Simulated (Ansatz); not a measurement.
System: sum formula H3SiO3Cl, net charge 0, singlet state. 
Geometry from a B3LYP-D3(BJ)/def2-TZVP (Ansatz, a program for electronic structure) optimisation:
```
Si
O 1 1.6239
H 2 0.9605 1 118.77
O 1 1.6239 2 109.56 3 174.57
H 4 0.9605 1 118.77 2 -65.22
O 1 1.6239 2 109.56 3 -65.22
H 6 0.9605 1 118.77 2 174.57
Cl 1 2.0713 2 109.39 3 54.67
```
Charge 0, spin multiplicity 1.

Wanted: atomisation energy (electronic, to ground-state atoms), in kJ/mol. Correlated levels leave the core frozen unless marked. UHF or UKS for open shells. No spin-orbit coupling. No relativistic terms. The coupled-cluster limit lacks core correlation, which all-electron functionals hold. CBS(X,Y): correlation extrapolated as X^-3; Hartree-Fock from the larger set. The bracket is a focal-point correction in the basis named.

| level | program | atomisation energy (kJ/mol) |
|---|---|---|
| revPBE-D4/def2-TZVPD | Ansatz + dftd4 | 3153.5 |
| r2SCAN/def2-TZVPD | Ansatz | 3218.6 |
| PBE0/6-31G* | Ansatz | (withheld) |
| PBE0-D4/def2-TZVP | Ansatz + dftd4 | (withheld) |
| BHLYP-D4/def2-TZVPD | Ansatz + dftd4 | 3057.0 |
| r2SCAN0/def2-TZVPD | Ansatz | 3136.9 |
| LC-wPBE-D4/def2-TZVPD | Ansatz + dftd4 | 3206.4 |
| CCSD/cc-pV(T+d)Z | Ansatz | (withheld) |
| RI-MP2/CBS(aug-cc-pV(T+d)Z,aug-cc-pV(Q+d)Z)+[CCSD(T)-MP2]/aug-cc-pV(T+d)Z | Ansatz | (withheld) |

Task: Fill in the missing entries.

Result: 
- PBE0/6-31G*, atomisation energy (kJ/mol): 3037.3
- PBE0-D4/def2-TZVP, atomisation energy (kJ/mol): 3168.2
- CCSD/cc-pV(T+d)Z, atomisation energy (kJ/mol): 3072.9
- RI-MP2/CBS(aug-cc-pV(T+d)Z,aug-cc-pV(Q+d)Z)+[CCSD(T)-MP2]/aug-cc-pV(T+d)Z, atomisation energy (kJ/mol): 3253.0
